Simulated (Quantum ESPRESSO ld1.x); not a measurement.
Results of a calculation; reference values are marked as such.
Cs, 55 electrons, occupied as [Xe] 6s1 (the NIST ground configuration). Code: ld1.x of Quantum ESPRESSO 7.5. Model: Dirac Kohn-Sham, PW91, spin-unpolarised, spherical densities, point nucleus.

Unscreened Slater integrals over Kohn-Sham orbitals (cm^-1). Large and small components are both included.

integral          value
F0(6s1/2,6s1/2)   34790
F0(6s1/2,5p3/2)   44066
G1(6s1/2,5p3/2)  3091.3
F0(6s1/2,5p1/2)   44240
G1(6s1/2,5p1/2)  2633.3
F0(6s1/2,5s1/2)   44729
G0(6s1/2,5s1/2)  1442.8
F0(6s1/2,4d5/2)   46290
G2(6s1/2,4d5/2)  909.89
F0(5p3/2,5p3/2)   93515
F2(5p3/2,5p3/2)   49986
F0(5p3/2,5p1/2)   95665
G2(5p3/2,5p1/2)   50888
F0(5p3/2,5s1/2)  101840
G1(5p3/2,5s1/2)   66329
F0(5p3/2,4d5/2)  118010
F2(5p3/2,4d5/2)   31855
G1(5p3/2,4d5/2)  9193.6
G3(5p3/2,4d5/2)  8744.0
F0(5p1/2,5p1/2)   98008
F0(5p1/2,5s1/2)  104790
G1(5p1/2,5s1/2)   70602
F0(5p1/2,4d5/2)  123000
G3(5p1/2,4d5/2)   10056
F0(5s1/2,5s1/2)  113480
F0(5s1/2,4d5/2)  139090
G2(5s1/2,4d5/2)   16171
F0(4d5/2,4d5/2)  235300
F2(4d5/2,4d5/2)  119460
F4(4d5/2,4d5/2)   79571
